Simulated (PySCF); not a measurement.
A side-by-side comparison of computed properties.

First species: CH₅NOSi.
SMILES with atom numbers: `[O:1]=[CH:2][NH:3][SiH3:4]` (hydrogens: H5 on C2; H6 on N3; H7, H8, H9 on Si4)

Second species: C6H5FOS.
Cartesian coordinates in Å at the GFN2-xTB level; atoms count from 1:
```xyz
14
C6H5FOS angstrom
C      3.3131   -0.8996   -0.1521
C      2.1515   -0.6076   -0.0473
C      0.8056   -0.2366    0.0011
C     -0.0770   -0.4295    0.9757
C     -1.4655    0.0687    0.7448
C     -1.4177    1.0178   -0.4418
F     -1.2388    2.3108   -0.0198
S      0.0867    0.5759   -1.4881
O     -0.3571   -0.5158   -2.3507
H      4.3248   -1.1678   -0.2194
H      0.1590   -0.9338    1.9005
H     -1.8501    0.5918    1.6242
H     -2.1315   -0.7722    0.5317
H     -2.3037    0.9976   -1.0809
```

Levels: PBE0/def2-SVPD for dipole moment, HOMO energy, LUMO energy, HOMO–LUMO gap, static isotropic polarisability and electronic spatial extent ⟨r²⟩ about the centre of nuclear charge; TDDFT PBE0/def2-SVPD for lowest singlet excitation; TDA PBE0/def2-SVPD for lowest triplet excitation (Tamm–Dancoff); GFN2-xTB for rotational constant A and rotational constant C. Geometries: GFN2-xTB. All species are isolated and taken at one optimised geometry, non-relativistic unless stated. Electronic properties by PySCF.

Dipoles, sizes and rotational constants follow the conformer. The torsions of the flexible species, by atom-mapped SMILES:
- `[O:1]=[CH:2][NH:3][SiH3:4]`: O1–C2–N3–Si4 0°

(1) Which has the higher LUMO energy?

(2) Which of the two has the higher ⟨r²⟩, and by how much?

(3) Which of the two has the higher T1 energy, and by how much?

(4) Which has the higher static isotropic polarisability?

(5) Which of the two has the higher rotational constant A, and by how much?

(6) Which of the two has the higher S1 energy, and by how much?

(7) Which of the two has the higher HOMO energy, and by how much?

(8) Which of the two has the higher HOMO–LUMO gap, and by how much?

## Answers

(1) The first: 0.07 eV against -1.70 eV, a difference of 1.77 eV.

(2) The second: 1276 bohr² against 377 bohr², a difference of 899 bohr².

(3) The first: 5.16 eV against 3.28 eV, a difference of 1.88 eV.

(4) The second: 94.2 au against 50.1 au, a difference of 44.1 au.

(5) The first: 13.859 GHz against 2.289 GHz, a difference of 11.570 GHz.

(6) The first: 5.70 eV against 4.15 eV, a difference of 1.55 eV.

(7) The second: -7.18 eV against -7.91 eV, a difference of 0.73 eV.

(8) The first: 7.98 eV against 5.48 eV, a difference of 2.50 eV.

On the first: The dipole matches unit charges of opposite sign 0.70 Å apart (1 e·Å = 4.8032 D). A dipole of 3.36 D is allowed in Cs, and pure rotational transitions are dipole-allowed.

On the second: The 8 singlets span 4.15 to 6.19 eV, and their oscillator strengths add up to 0.23. The dipole equals about 11.3 × 10⁻³⁰ C·m (1 D = 3.33564 × 10⁻³⁰ C·m).
